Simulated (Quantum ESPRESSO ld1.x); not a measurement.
Results of a calculation; reference values are marked as such.
All-electron atom: Sc VIII in [Ne] 3s2 3p2. Level of theory: scalar-relativistic Kohn-Sham, relativistic LDA (MacDonald-Vosko exchange, VWN5 correlation), spin-unpolarised, spherical densities, point nucleus (ld1.x of Quantum ESPRESSO 7.5).

Unscreened Slater integrals over Kohn-Sham orbitals (hartree). Empty in this configuration: 3d, 4p, 4s.

integral,value
"F0(4p,4p)",0.42211
"F2(4p,4p)",0.22000
"F0(4p,4s)",0.43233
"G1(4p,4s)",0.29103
"F0(4p,3d)",0.52742
"F2(4p,3d)",0.16366
"G1(4p,3d)",0.055436
"G3(4p,3d)",0.055920
"F0(4p,3p)",0.52821
"F2(4p,3p)",0.16312
"G0(4p,3p)",0.044180
"G2(4p,3p)",0.054603
"F0(4p,3s)",0.53002
"G1(4p,3s)",0.051160
"F0(4s,4s)",0.44376
"F0(4s,3d)",0.54697
"G2(4s,3d)",0.062363
"F0(4s,3p)",0.54757
"G1(4s,3p)",0.056294
"F0(4s,3s)",0.54975
"G0(4s,3s)",0.041739
"F0(3d,3d)",0.90988
"F2(3d,3d)",0.45837
"F4(3d,3d)",0.29374
"F0(3d,3p)",0.90431
"F2(3d,3p)",0.44991
"G1(3d,3p)",0.53812
"G3(3d,3p)",0.34171
"F0(3d,3s)",0.91553
"G2(3d,3s)",0.42147
"F0(3p,3p)",0.90809
"F2(3p,3p)",0.46235
"F0(3p,3s)",0.91794
"G1(3p,3s)",0.61261
"F0(3s,3s)",0.92906

Derived for the open shells (J is the average intra-shell exchange parameter used in DFT+U). 3p: J = F2/5 = 0.09247 hartree; in LS coupling 1D lies 6 F2/25 = 0.1110 hartree above 3P.
